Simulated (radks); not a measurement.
The nickel ion Ni3+, 25 electrons, occupied as [Ar] 3d7 (the NIST ground configuration). Method: Dirac Kohn-Sham, RPBE, spin-unpolarised, spherical densities, point nucleus; open shells are shared between the two j in proportion to 2j + 1; computed with a radial shooting solver on a logarithmic mesh with Libxc functionals.

Radial electron density D(r) = 4 pi r^2 rho(r):

r (bohr)  D(r) (e/bohr)
0.002272         0.9718
0.002562          1.209
0.002888          1.502
0.003256          1.861
0.003672          2.299
0.00414           2.833
0.004668          3.479
0.005263          4.255
0.005934          5.184
0.006637          6.206
0.007483          7.486
0.008437          8.976
0.009513          10.69
0.01073           12.64
0.01209           14.81
0.01363           17.19
0.01537           19.74
0.01733           22.39
0.01954           25.06
0.02204           27.64
0.02484           29.97
0.02801           31.90
0.03158           33.30
0.03561           34.02
0.04015           34.00
0.04527           33.26
0.05104           31.91
0.05755           30.22
0.06489           28.54
0.07316           27.29
0.08183           26.86
0.09226           27.45
0.104             29.17
0.1173            31.79
0.1322            34.73
0.1491            37.22
0.1681            38.43
0.1895            37.75
0.2137            35.00
0.241             30.57
0.2717            25.37
0.3063            20.57
0.3454            17.24
0.3894            15.92
0.4391            16.48
0.495             18.10
0.5582            19.70
0.6293            20.31
0.7096            19.43
0.8               17.16
0.902             13.97
1.009             10.76
1.138             7.567
1.283             4.967
1.446             3.058
1.63              1.774
1.838            0.9728
2.073            0.5031
2.337            0.2424
2.635            0.1061
2.971           0.04095
3.35            0.01361

D(r) has 3 maxima, at r = 0.0377, 0.172, 0.624 bohr, and minima at 0.0818, 0.396 bohr, inside which lie 2.12, 10.76 electrons.
